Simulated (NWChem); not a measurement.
Species: AuH2OCl; SMILES [Cl][Au]<-[OH2]

Results from NWChem. The geometry was optimised at PBE0/def2-SVP. def2 effective core potentials on Au; no spin-orbit coupling. Level M06-L/def2-SVP: energy and gradient on several grids; changes count from the extra-fine grid, which is no exact limit either.

```json
[
 {"grid": "xcoarse", "size of the energy change (μHa)": "2000", "largest change of a gradient component (μHa/bohr)": "6000"},
 {"grid": "coarse", "size of the energy change (μHa)": "800", "largest change of a gradient component (μHa/bohr)": "700"},
 {"grid": "medium", "size of the energy change (μHa)": "10", "largest change of a gradient component (μHa/bohr)": "200"},
 {"grid": "fine", "size of the energy change (μHa)": "< 10", "largest change of a gradient component (μHa/bohr)": "400"},
 {"grid": "xfine", "size of the energy change (μHa)": "< 10", "largest change of a gradient component (μHa/bohr)": "< 30"}
]
```
